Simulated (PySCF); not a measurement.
A structure optimised at TPSSh-D3(BJ)/def2-SVP, used in a PySCF frequency run:

```
C
O 1 1.1968
O 1 1.3885 2 122.05
B 3 1.3646 1 127.32 2 30.66
F 4 1.3217 3 116.92 1 -159.36
C 1 1.5007 2 127.32 3 -177.64
H 6 1.0955 1 109.71 2 1.65
H 6 1.1003 7 110.55 1 -121.06
H 6 1.1011 7 110.24 8 -118.36
Cl 4 1.7549 5 119.15 3 176.29
```

Problem. Write its SMILES and formula.

Solution. CC(=O)OB(F)Cl, C₂H₃BClFO₂

Problem. What are its rotational constants (standard atomic weights)?

Solution. 3.5140, 1.4366, 1.1293 GHz
